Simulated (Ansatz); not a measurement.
Relaxation of ClFH2O2Si (7 atoms, charge 0, multiplicity 1), to a largest force component of 0.02 eV/Å in at most 40 steps.

Computed with UKS PBE/STO-3G (Ansatz).

```xyz
7
Properties=species:S:1:pos:R:3:forces:R:3
O -0.801 -0.264 1.349 -1.16 -0.76 2.24
Si 0.030 0.081 -0.014 2.00 2.15 -0.04
O 0.867 -1.223 -0.513 -0.05 -2.80 1.46
F 1.093 1.318 0.252 -0.31 0.05 -0.15
Cl -1.271 0.523 -1.520 -1.66 0.95 -1.87
H -1.342 0.561 1.669 0.47 -0.37 -0.53
H 1.486 -1.063 -1.268 0.72 0.78 -1.12
```

Problem. Where does it end, and by what steps?

Solution. The forces met the threshold. Limits of this set-up: minimal basis. After 5 steps the energy has fallen by 0.523 eV; O3 moved furthest, 0.17 Å.

```json
{"step": "0", "energy less start (eV)": "0.0000", "largest force component (eV/Å)": "2.802", "accepted": "yes"}
{"step": "1", "energy less start (eV)": "-0.3841", "largest force component (eV/Å)": "2.100", "accepted": "yes"}
{"step": "2", "energy less start (eV)": "-0.4942", "largest force component (eV/Å)": "0.985", "accepted": "yes"}
{"step": "3", "energy less start (eV)": "-0.5203", "largest force component (eV/Å)": "0.173", "accepted": "yes"}
{"step": "4", "energy less start (eV)": "-0.5229", "largest force component (eV/Å)": "0.041", "accepted": "yes"}
{"step": "5", "energy less start (eV)": "-0.5233", "largest force component (eV/Å)": "0.010", "accepted": "yes"}
```

```xyz
7
Properties=species:S:1:pos:R:3
O -0.747 -0.323 1.421
Si 0.064 0.101 -0.017
O 0.931 -1.319 -0.387
F 1.052 1.400 0.168
Cl -1.302 0.680 -1.580
H -1.361 0.484 1.614
H 1.425 -1.092 -1.265
```

Whether the end is a true minimum wasn't checked by a vibrational analysis.

Time of the run: 21 s on 1 thread of Intel(R) Xeon(R) Platinum 8488C (Sapphire Rapids), with other jobs on the host, peak memory 0.18 GiB.
